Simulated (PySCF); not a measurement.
C3H7O, SMILES CC(C)[O], multiplicity 2. Atoms are numbered in the order given.

```xyz
11

C      0.0727    -0.6326    -1.2916
C     -0.2712     0.1386     0.0000
C      0.0727    -0.6326     1.2916
O      0.1413     1.4269     0.0000
H      1.1682    -0.8010    -1.3386
H     -0.4305    -1.6195    -1.3253
H     -0.2239    -0.0419    -2.1794
H     -1.4027     0.2688     0.0000
H      1.1682    -0.8010     1.3386
H     -0.4305    -1.6195     1.3253
H     -0.2239    -0.0419     2.1794
```
Charge 0, spin multiplicity 2.

Geometry: PBE-D3(BJ)/def2-SVP. The isomer is the one that the SMILES or the coordinates give; other isomers of the formula were not compared.

The numbers are results of PBE/def2-TZVP (PySCF), not measurements.

ESP charges are fitted to the potential on shells at 1.4 to 2.0 van der Waals radii. Atomic charges (e):

| atom | meta-Löwdin | Mulliken | Löwdin | ESP fit | Mulliken spin |
|---|---|---|---|---|---|
| C1 | -0.36 | -0.32 | -0.30 | -0.63 | 0.02 |
| C2 | 0.15 | 0.05 | -0.48 | 0.78 | -0.02 |
| C3 | -0.36 | -0.32 | -0.30 | -0.63 | 0.02 |
| O4 | -0.31 | -0.24 | 0.12 | -0.43 | 0.80 |
| H5 | 0.12 | 0.12 | 0.13 | 0.17 | 0.01 |
| H6 | 0.12 | 0.11 | 0.13 | 0.13 | 0.00 |
| H7 | 0.13 | 0.13 | 0.13 | 0.14 | 0.00 |
| H8 | 0.16 | 0.13 | 0.20 | 0.01 | 0.16 |
| H9 | 0.12 | 0.12 | 0.13 | 0.17 | 0.01 |
| H10 | 0.12 | 0.11 | 0.13 | 0.13 | 0.00 |
| H11 | 0.13 | 0.13 | 0.13 | 0.14 | 0.00 |

Computed Mayer and Wiberg (Löwdin basis) orders of the bonds:
```csv
bond,Mayer,Wiberg
C1–C2,0.97,1.23
C2–C3,0.97,1.23
C2–O4,1.34,1.94
C1–H5,0.96,0.90
C1–H6,0.95,0.90
C1–H7,0.96,0.90
C2–H8,0.84,0.72
C3–H9,0.96,0.90
C3–H10,0.95,0.90
C3–H11,0.96,0.90
```
